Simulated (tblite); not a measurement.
Species: C₈H₁₀FP.
Atom-mapped SMILES: `[CH:1]#[C:2][CH2:3][P:4]1[CH2:5][C:6]([CH3:7])=[C:8]([F:9])[CH2:10]1` (hydrogens: H11 on C1; H12, H13 on C3; H14, H15 on C5; H16, H17, H18 on C7; H19, H20 on C10)

Cartesian coordinates in Å at the GFN2-xTB level; atoms count from 1:
```xyz
20
C8H10FP angstrom
C      3.3032    1.2816    1.0820
C      2.6050    0.3360    0.8537
C      1.7400   -0.7796    0.5596
P      1.0682   -0.6444   -1.1886
C     -0.0534    0.8207   -0.8731
C     -1.2842    0.2952   -0.1920
C     -2.2432    1.2431    0.4455
C     -1.4043   -1.0235   -0.2515
F     -2.4505   -1.7031    0.2764
C     -0.3597   -1.8294   -0.9519
H      3.9290    2.0954    1.2966
H      2.3092   -1.7121    0.6276
H      0.9074   -0.8087    1.2706
H      0.4743    1.5652   -0.2708
H     -0.3159    1.2941   -1.8245
H     -1.7444    1.8132    1.2291
H     -3.0821    0.7036    0.8776
H     -2.6193    1.9502   -0.2934
H     -0.0615   -2.7109   -0.3785
H     -0.7231   -2.1759   -1.9245
```

Computed with GFN2-xTB (tblite): harmonic, unscaled wavenumbers at the GFN2-xTB geometry, gas phase. The method is semi-empirical: single wavenumbers can be off by several per cent or more. One conformer, not necessarily the lowest.

Harmonic wavenumbers (cm⁻¹): 42.5, 79.3, 101.7, 130.0, 150.2, 241.6, 249.7, 250.6, 300.2, 312.6, 358.4, 391.7, 444.4, 465.0, 550.7, 622.6, 639.4, 705.3, 723.8, 743.6, 758.3, 782.9, 817.0, 856.6, 966.6, 1005.5, 1010.8, 1050.4, 1089.4, 1100.5, 1110.0, 1149.0, 1177.6, 1184.7, 1222.4, 1270.5, 1395.0, 1403.6, 1432.0, 1436.3, 1470.5, 1478.4, 1756.6, 2285.5, 2913.8, 2926.5, 2929.0, 2934.3, 2954.2, 2959.6, 2998.0, 3012.9, 3049.3, 3399.2.

A = 1841, B = 772.8, C = 663.5 MHz; mass 156.050 u (most abundant isotopes); point group C1, symmetry number 1.

**Question.** Zero-point energy?

**Answer.** ½Σν̃ = 33395 cm⁻¹ = 399.50 kJ/mol.

**Question.** What is S at 273.15 K and 1 bar for an ideal gas of classical rigid rotors and harmonic oscillators?

**Answer.** Translation 170.02, rotation 125.31, vibration 128.11: S = 423.4 J/(mol K).

**Question.** And Cp and H(273.15 K) − H(0)?

**Answer.** Cp = 172.13 J/(mol K), of which vibrations give 138.88 (their classical limit is 54 R = 449.0); H(273.15 K) − H(0) = 28.06 kJ/mol without the zero-point energy, 18.97 from vibrations.

**Question.** How do the functions run with temperature in this model?

**Answer.** 
```
T (K)  S (J/(mol K))  Cp (J/(mol K))  H − H(0) (kJ/mol)  G − H(0) (kJ/mol)  ln q(vib)
  100          300.7            85.1               5.67             -24.40       1.84
  200          375.7           136.2              16.78             -58.35       4.82
  300          440.2           184.9              32.85             -99.20       7.87
  500          554.6           264.9              78.34            -198.96      13.92
  800          696.7           338.5             169.89            -387.46      22.43
 1000          775.8           370.2             240.93            -534.88      27.62
```

q(vib) and H(0) count from the zero-point level.

**Question.** Which modes carry the vibrational entropy at 273.15 K?

**Answer.** 42.5 cm⁻¹: 20.78; 79.3 cm⁻¹: 15.63; 101.7 cm⁻¹: 13.60; 130.0 cm⁻¹: 11.62; 150.2 cm⁻¹: 10.48; 241.6 cm⁻¹: 6.85 J/(mol K); the other 48 give 49.15 together.

**Question.** What must be added to the electronic energy to get the Gibbs energy at 273.15 K and 1 bar?

**Answer.** ZPE + [H(273.15 K) − H(0)] − T·S = 399.50 + 28.06 − 115.66 = 311.90 kJ/mol.

Hindered rotation and anharmonicity are outside this model. Other conformers, if any are populated, would add a mixing term that is left out. The structure is chiral; the term R ln 2 for an equal mix with its mirror image is left out.
